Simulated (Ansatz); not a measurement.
`CC(F)(F)C(F)(F)C(F)(F)C(F)(F)C(F)(F)C(F)(F)C(F)(F)C(F)(F)C(F)(F)C(F)(F)C(F)(F)C(C)(F)F` with charge +1. Total charge 1; doublet. Geometry PBE-D4/def2-SVP, that of the neutral singlet; atoms count from 1.

Cartesian coordinates in Å:
```
C 1.520 -5.755 -3.992
C 0.648 -5.397 -2.812
F -0.669 -5.505 -3.165
F 0.862 -6.260 -1.769
C 0.820 -3.938 -2.258
F -0.275 -3.619 -1.527
F 0.895 -3.089 -3.322
C 2.070 -3.718 -1.348
F 3.157 -4.281 -1.954
F 1.876 -4.326 -0.162
C 2.492 -2.222 -1.079
F 3.539 -2.291 -0.216
F 2.918 -1.682 -2.241
C 1.397 -1.292 -0.454
F 0.743 -1.969 0.520
F 0.525 -0.951 -1.433
C 1.994 0.011 0.178
F 2.606 -0.302 1.339
F 2.913 0.522 -0.682
C 0.979 1.188 0.452
F 1.706 2.149 1.075
F 0.548 1.663 -0.738
C -0.257 0.842 1.341
F -1.121 0.097 0.616
F 0.169 0.113 2.404
C -1.043 2.062 1.963
F -2.109 1.512 2.595
F -0.241 2.654 2.875
C -1.557 3.140 0.960
F -2.099 2.503 -0.112
F -0.502 3.879 0.542
C -2.669 4.119 1.485
F -3.816 3.416 1.659
F -2.866 5.009 0.469
C -2.387 4.933 2.782
C -3.421 6.005 3.037
F -1.140 5.484 2.673
F -2.362 4.050 3.828
H 1.308 -5.070 -4.834
H 2.589 -5.690 -3.726
H 1.273 -6.791 -4.291
H -4.426 5.548 3.107
H -3.174 6.500 3.994
H -3.410 6.748 2.220
```

Single mean-field runs in def2-SVP are fitted with def2-universal-jkfit.

Problem. Estimate the Mulliken populations of the heavy atoms from the PBE0/def2-SVP orbitals of Ansatz.

Solution. 
| atom | charge (e) | spin (α − β) |
| --- | --- | --- |
| C1 | -0.05 | 0.03 |
| C2 | 0.31 | 0.04 |
| F3 | -0.17 | 0.04 |
| F4 | -0.17 | 0.04 |
| C5 | 0.33 | 0.05 |
| F6 | -0.15 | 0.03 |
| F7 | -0.16 | 0.03 |
| C8 | 0.38 | 0.04 |
| F9 | -0.16 | 0.02 |
| F10 | -0.13 | 0.03 |
| C11 | 0.38 | 0.03 |
| F12 | -0.15 | 0.02 |
| F13 | -0.14 | 0.02 |
| C14 | 0.33 | 0.02 |
| F15 | -0.16 | 0.01 |
| F16 | -0.16 | 0.01 |
| C17 | 0.38 | 0.02 |
| F18 | -0.15 | 0.02 |
| F19 | -0.16 | 0.02 |
| C20 | 0.36 | 0.02 |
| F21 | -0.16 | 0.01 |
| F22 | -0.16 | 0.01 |
| C23 | 0.36 | 0.02 |
| F24 | -0.16 | 0.01 |
| F25 | -0.16 | 0.01 |
| C26 | 0.36 | 0.02 |
| F27 | -0.16 | 0.01 |
| F28 | -0.15 | 0.01 |
| C29 | 0.36 | 0.03 |
| F30 | -0.16 | 0.02 |
| F31 | -0.15 | 0.02 |
| C32 | 0.35 | 0.05 |
| F33 | -0.15 | 0.03 |
| F34 | -0.16 | 0.03 |
| C35 | 0.30 | 0.03 |
| C36 | -0.04 | 0.04 |
| F37 | -0.17 | 0.04 |
| F38 | -0.18 | 0.03 |
Mulliken values depend strongly on the basis.

Problem. Where does the spin sit?

Solution. Summed by element: C 0.46, F 0.53, H 0.01, of 1 unpaired in all. Largest on single atoms: C5 0.05, C32 0.05, F4 0.04.

Problem. And the Mayer bond orders between heavy atoms (over 0.3)?

Solution. C1–C2 1.04 (1.51 Å); C2–F3 1.08 (1.37 Å); C2–F4 1.05 (1.37 Å); C2–C5 0.87 (1.57 Å); C5–F6 1.09 (1.36 Å); C5–F7 1.07 (1.36 Å); C5–C8 0.82 (1.56 Å); C8–F9 1.07 (1.37 Å); C8–F10 1.12 (1.35 Å); C8–C11 0.89 (1.58 Å); C11–F12 1.09 (1.36 Å); C11–F13 1.11 (1.35 Å); C11–C14 0.85 (1.57 Å); C14–F15 1.08 (1.35 Å); C14–F16 1.08 (1.35 Å); C14–C17 0.85 (1.57 Å); C17–F18 1.12 (1.35 Å); C17–F19 1.09 (1.36 Å); C17–C20 0.91 (1.58 Å); C20–F21 1.11 (1.36 Å); C20–F22 1.09 (1.35 Å); C20–C23 0.84 (1.56 Å); C23–F24 1.09 (1.35 Å); C23–F25 1.10 (1.36 Å); C23–C26 0.90 (1.58 Å); C26–F27 1.10 (1.36 Å); C26–F28 1.10 (1.35 Å); C26–C29 0.84 (1.56 Å); C29–F30 1.10 (1.36 Å); C29–F31 1.09 (1.35 Å); C29–C32 0.88 (1.57 Å); C32–F33 1.09 (1.36 Å); C32–F34 1.08 (1.36 Å); C32–C35 0.83 (1.56 Å); C35–C36 1.05 (1.51 Å); C35–F37 1.06 (1.37 Å); C35–F38 1.04 (1.37 Å).
